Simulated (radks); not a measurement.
Results of a calculation; reference values are marked as such.
Effect of the nuclear size on neutral lanthanum, [Xe] 5d1 6s2. Code: a radial shooting solver on a logarithmic mesh with Libxc functionals. Model: Dirac Kohn-Sham, relativistic LDA (MacDonald-Vosko exchange, VWN5 correlation), spin-unpolarised, spherical densities, finite nucleus; open shells are shared between the two j in proportion to 2j + 1; Fermi nuclear charge, rms radius 4.855 fm. The rms radius is varied about that value; shifts are against it.

rms radius (fm)  total energy shift (eV)  density at nucleus (e/bohr^3)  1s1/2 shift (meV)  2s1/2 shift (meV)  5p1/2 shift (meV)  6s1/2 shift (meV)  5d5/2 shift (meV)  6p1/2 (empty) shift (meV)
3.884                              -3.36                      3.633e+05              -1390               -168              0.238             -0.078              0.139                      0.059
4.3889                             -1.69                      3.545e+05               -698              -84.6              0.119             -0.039              0.070                      0.030
4.855                                  0                      3.474e+05              0.000              0.000              0.000              0.000              0.000                      0.000
5.0735                             0.838                      3.444e+05                346               42.0             -0.059              0.020             -0.035                     -0.015
5.7726                              3.71                      3.356e+05               1540                186             -0.263              0.087             -0.153                     -0.065

Slopes of the eigenvalues against <r^2> in GHz/fm^2, as finite differences over the two radii next to the reference (eigenvalue slopes, not the field-shift constants of lines): 1s1/2 39000, 2s1/2 4730, 5p1/2 -6.67, 6s1/2 2.20, 5d5/2 -3.89, 6p1/2 (empty) -1.66.
